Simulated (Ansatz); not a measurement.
`O=C[SiH2][CH2][InH2]` + BH₃ → `B[SiH2][CH2][InH2]` + `C=O`  (formal exchange of groups at the Si–C bond)

Computed with Ansatz on PBE0-D4/def2-TZVP structures; ΔE is electronic, products minus reactants. CBS: MP2 limit from def2 TZ/QZ plus the TZ coupled-cluster correction, frozen cores. This one scheme is used for every species. DFT in def2-TZVPP. B3LYP here is the variant with VWN-RPA as its local correlation; programs differ in this. Elements past krypton have def2 core potentials. For In outer-core shells are correlated without core-valence functions, which leaves a few kJ/mol of doubt a bond. One conformer a species, not always the lowest.

CCSD(T)/CBS gives +0.4 kcal/mol.

(1) Another level gave 0.0 kcal/mol. Which?
A. ωB97X-V/def2-TZVPP
B. HF/def2-TZVPP
C. B3LYP/def2-TZVPP
D. PBE0/def2-TZVPP

Largest T1 diagnostic among the species: 0.015.

## Answers

(1) D. PBE0 0.0, B3LYP 2.6, HF/def2-TZVPP 4.0, ωB97X-V 1.2 kcal/mol.

In def2-TZVPP, CCSD(T) changes the Hartree–Fock value by −3.2 kcal/mol (the triples alone add −0.1 kcal/mol) and MP2 by −2.1 kcal/mol.
